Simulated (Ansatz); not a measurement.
isobutane (C4H10), singlet, at a GFN2-xTB geometry; Ansatz (a quantum-chemistry and plane-wave program) with CCSD(T)/STO-3G.

The Ansatz input:
Ansatz 0.2 input:
```yaml
crystal:
  periodic: [false, false, false]
  atoms:
    - {symbol: C, position_ang: [-0.00195152, -0.00061004, 0.38481069]}
    - {symbol: H, position_ang: [-0.00751045, -0.00234774, 1.48094753]}
    - {symbol: C, position_ang: [-0.00123091, 1.44790471, -0.09715431]}
    - {symbol: H, position_ang: [0.00424357, 1.48409224, -1.18472901]}
    - {symbol: H, position_ang: [-0.88573890, 1.97154531, 0.25886234]}
    - {symbol: H, position_ang: [0.87836999, 1.97364557, 0.26781215]}
    - {symbol: C, position_ang: [1.25514309, -0.72222321, -0.09422305]}
    - {symbol: H, position_ang: [1.29052529, -0.73769513, -1.18172798]}
    - {symbol: H, position_ang: [2.14862954, -0.22046678, 0.27077580]}
    - {symbol: H, position_ang: [1.26840623, -1.74929777, 0.26388821]}
    - {symbol: C, position_ang: [-1.25239927, -0.72520857, -0.10694449]}
    - {symbol: H, position_ang: [-1.27670860, -0.74075155, -1.19475225]}
    - {symbol: H, position_ang: [-1.26684969, -1.75231611, 0.25102616]}
    - {symbol: H, position_ang: [-2.15073527, -0.22558539, 0.24896396]}
basis:
  gaussian:
    orbitals: STO-3G
magnetization: {spin_polarized: false}
correlation: {method: ccsd_t}
```

It wrote (shortened):

```
Functional definition: HF
422 factors; integrals over basis functions are off by at most 4.6e-5 eV
mean field evaluation 1: about -4229.4954 eV, gradient 1.3e1 eV
mean field evaluation 2: about -4229.7739 eV, gradient 1.3e1 eV
mean field evaluation 4: about -4230.4408 eV, gradient 4.7e-1 eV
mean field evaluation 8: about -4230.4410 eV, gradient 1.0e-6 eV
mean field evaluation 16: about -4230.4410 eV, gradient 3.9e-7 eV
mean field -4230.44096084 eV, -155.4658378149 hartree, gradient 3.9e-7 eV, S^2 0.000000; 0 other end points of the search recorded, 0 dependent functions left out
4 core orbitals not correlated
reference -4230.44096084 eV, -155.4658378149 hartree; 13, 13 occupied and 13, 13 virtual orbitals, 422 factors
second order -5.65336768 eV of doubles, -0.00000000 eV of singles
cycle   1  -6.94475620 eV  change    -1.3e0 eV  update   7.6e-2
cycle   2  -7.53434048 eV  change   -5.9e-1 eV  update   2.8e-2
cycle   3  -7.56594425 eV  change   -3.2e-2 eV  update   4.7e-3
cycle   4  -7.56985002 eV  change   -3.9e-3 eV  update   1.2e-3
cycle   5  -7.56975787 eV  change    9.2e-5 eV  update   2.5e-4
cycle   6  -7.56972514 eV  change    3.3e-5 eV  update   4.9e-5
cycle   7  -7.56974066 eV  change   -1.6e-5 eV  update   1.8e-5
perturbative correction -0.03839530 eV, -0.0014110012 hartree
Total energy: -4238.04909680 eV, -155.7454316545 hartree
```
